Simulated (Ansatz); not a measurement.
CHF$_{2}$NSn (`N#[C][SnH]([F])[F]`), 6 atoms. Charge 0, multiplicity 1. Correlated methods include outer-core shells of Sn, which these sets cover unevenly. Sn: def2 effective core potential. All runs use 2 threads of a server CPU on a shared host. Correlated methods freeze the cores.

(1) Give the basis size and wall time and peak host memory of each of these runs in Ansatz. RKS r2SCAN-D4/def2-TZVPP energy and forces; direct RPA on PBE orbitals/def2-TZVPP energy; RHF-CCSD(T)/def2-SVP energy; RKS PBE0-D4/def2-SVP energy; RKS B97M-V/def2-TZVPP energy; RKS PBE0-D4/def2-TZVP relaxation (6 steps); RKS PBE0-D4/def2-TZVP frequencies; RKS BHLYP-D4/def2-TZVPP energy; RHF-CCSD(T)/def2-TZVPP energy; RKS BLYP-D4/def2-TZVPP energy; RKS ωB97M-V/def2-QZVPP energy; RKS PBE0-D4/def2-QZVPP energy. (An estimate is asked.)

Answers

(1) Ansatz gave: Other jobs shared the machine, so times are rough.

| level | job | functions | wall time | peak host memory (GiB) |
| --- | --- | --- | --- | --- |
| RKS PBE0-D4/def2-SVP | energy | 87 | 1.4 s | 0.17 |
| RKS BLYP-D4/def2-TZVPP | energy | 188 | 2.6 s | 0.2 |
| RKS BHLYP-D4/def2-TZVPP | energy | 188 | 3.2 s | 0.4 |
| RKS r2SCAN-D4/def2-TZVPP | energy and forces | 188 | 5.5 s | 0.22 |
| RHF-CCSD(T)/def2-SVP | energy | 87 | 6.5 s | 0.34 |
| direct RPA on PBE orbitals/def2-TZVPP | energy | 188 | 6.5 s | 0.39 |
| RKS PBE0-D4/def2-QZVPP | energy | 340 | 7.5 s | 0.86 |
| RKS B97M-V/def2-TZVPP | energy | 188 | 9 s | 0.27 |
| RKS ωB97M-V/def2-QZVPP | energy | 340 | 19 s | 1 |
| RKS PBE0-D4/def2-TZVP | relaxation (6 steps) | 180 | 32 s | 0.4 |
| RKS PBE0-D4/def2-TZVP | frequencies | 180 | 120 s | 0.4 |
| RHF-CCSD(T)/def2-TZVPP | energy | 188 | 2.3 min | 2.5 |
